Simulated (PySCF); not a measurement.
SCF from a fresh guess for triplet MoS₂, at the B3LYP minimum. PySCF input:

```python
from pyscf import gto, scf, dft
mol = gto.M(atom='''
Mo    -0.458490     0.000000     0.000000
S      0.701990     1.775940    -0.000000
S      0.701990    -1.775940     0.000000''',
    basis={'Mo': 'def2-SVP', 'S': 'def2-SVP'},
    ecp={'Mo': 'def2-SVP'},
    charge=0, spin=2)
mf = dft.UKS(mol, xc='B3LYP')
mf.grids.atom_grid = (50, 194)
aux = {'Mo': 'def2-universal-JKFIT', 'S': 'def2-universal-JKFIT'}
mf = mf.density_fit(auxbasis=aux)
mf.conv_tol = 1e-08
mf.diis_space = 10
mf.max_cycle = 60
mf.init_guess = 'minao'
mf.verbose = 4
mf.kernel()
```

Excerpt of the output (cycles alone):

```
init E= -856.968194740094
cycle= 1 E= -864.318922909233  delta_E= -7.35  |g|= 0.352  |ddm|= 2.28
cycle= 2 E= -864.195342102356  delta_E= 0.124  |g|= 0.596  |ddm|= 1.12
cycle= 3 E= -864.251687111133  delta_E= -0.0563  |g|= 0.534  |ddm|= 0.963
cycle= 4 E= -864.401826640809  delta_E= -0.15  |g|= 0.0233  |ddm|= 0.434
cycle= 5 E= -864.402697812886  delta_E= -0.000871  |g|= 0.0137  |ddm|= 0.0791
cycle= 6 E= -864.402995510079  delta_E= -0.000298  |g|= 0.00665  |ddm|= 0.0384
cycle= 7 E= -864.403209692331  delta_E= -0.000214  |g|= 0.00227  |ddm|= 0.0526
cycle= 8 E= -864.403240604884  delta_E= -3.09e-05  |g|= 0.0012  |ddm|= 0.022
cycle= 9 E= -864.40324406353  delta_E= -3.46e-06  |g|= 0.000197  |ddm|= 0.00668
cycle= 10 E= -864.403244299208  delta_E= -2.36e-07  |g|= 9.48e-05  |ddm|= 0.00132
cycle= 11 E= -864.403244368423  delta_E= -6.92e-08  |g|= 6.87e-05  |ddm|= 0.000858
cycle= 12 E= -864.403244387884  delta_E= -1.95e-08  |g|= 2.17e-05  |ddm|= 0.00053
cycle= 13 E= -864.403244390954  delta_E= -3.07e-09  |g|= 5.15e-06  |ddm|= 0.000309
Extra cycle  E= -864.40324439101  delta_E= -5.64e-11  |g|= 8.11e-06  |ddm|= 2.48e-05
converged SCF energy = -864.40324439101  <S^2> = 2.0446736  2S+1 = 3.029636
```

No lower solution of this spin was found from smeared starts or by a stability analysis within the unrestricted form.

With open d or f shells other occupations or spin states may lie lower.

The search for the lowest solution, 3 starts and the stability check together, took 8.7 s on 2 threads of a shared Intel Xeon Platinum 8488C (Sapphire Rapids) host, with 67 basis functions; the process peaked at 0.33 GiB. Launch command: `OMP_NUM_THREADS=2 python axn.py task.json out`.
